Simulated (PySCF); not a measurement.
Computed Raman spectrum (relative Raman activity) of a molecule FH₅O₂Si₂. Geometry: B3LYP-D3(BJ)/def2-SVP. Other conformers were not sampled. Calculation: B3LYP-D3(BJ)/def2-SVP in PySCF 2.14.0. Frequencies are harmonic and unscaled.

Lines under 2 % of the strongest are left out, and lines within 2 cm⁻¹ are merged.

ν (cm⁻¹): 288 (vw), 480 (w), 533 (w), 922 (vw), 938 (w), 946 (w), 2213 (vs), 2225 (s), 2231 (s), 3851 (vs), 3875 (s) (against the strongest line: vs over 80 %, s over 45 %, m over 15 %, w over 4 %, vw less)

### Question
Identify the compound among the candidates.
A) O[Si](O)(F)[SiH3]
B) O[SiH2][Si@@H](O)F
C) O[SiH](O)[SiH2]F
D) O[SiH2]O[SiH2]F

### Answer
A, O[Si](O)(F)[SiH3]
